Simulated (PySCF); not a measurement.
Trend along the halogens: MHf molecules

PBE0 with triple-zeta basis sets in PySCF, for the lowest determinant that a PBE0 search found; no spin–orbit coupling. De refers to high-spin ground-configuration atoms. A positive dipole means M(−)Hf(+).

```json
{"M": "F", "basis": "x2c-TZVPPall", "state (unpaired electrons)": "doublet (δ ↑)", "Re (Å)": "1.829", "ωe (cm⁻¹)": "711", "De (eV)": "n/a", "μ (D)": "1.56"}
{"M": "Cl", "basis": "def2-TZVPPD", "state (unpaired electrons)": "doublet (δ ↑)", "Re (Å)": "2.304", "ωe (cm⁻¹)": "376", "De (eV)": "n/a", "μ (D)": "1.67"}
{"M": "Br", "basis": "def2-TZVPPD", "state (unpaired electrons)": "doublet (δ ↑)", "Re (Å)": "2.465", "ωe (cm⁻¹)": "248", "De (eV)": "n/a", "μ (D)": "1.62"}
```

The shortest bond is that of HfF (1.829 Å), the longest that of HfBr (2.465 Å).

The rows differ in basis set, which adds steps of its own.

Relativity is treated differently too: F spin-free X2C; Cl scalar-relativistic core potentials; Br scalar-relativistic core potentials.

De is n/a where a free atom or ion gave no sound limit at this level.

Down a group bonds as a rule get longer and wavenumbers fall, partly through the reduced mass; this series shows no clear exception.

De is left out where the level can put another filling of the metal’s s and d shells below the measured ground configuration, by anything from nothing to about 1 eV. These are scalar-relativistic numbers at best; spin–orbit coupling would shift them, the dissociation energy most. With d or f electrons several states lie close, and the lowest PBE0 determinant need not be the measured ground state.
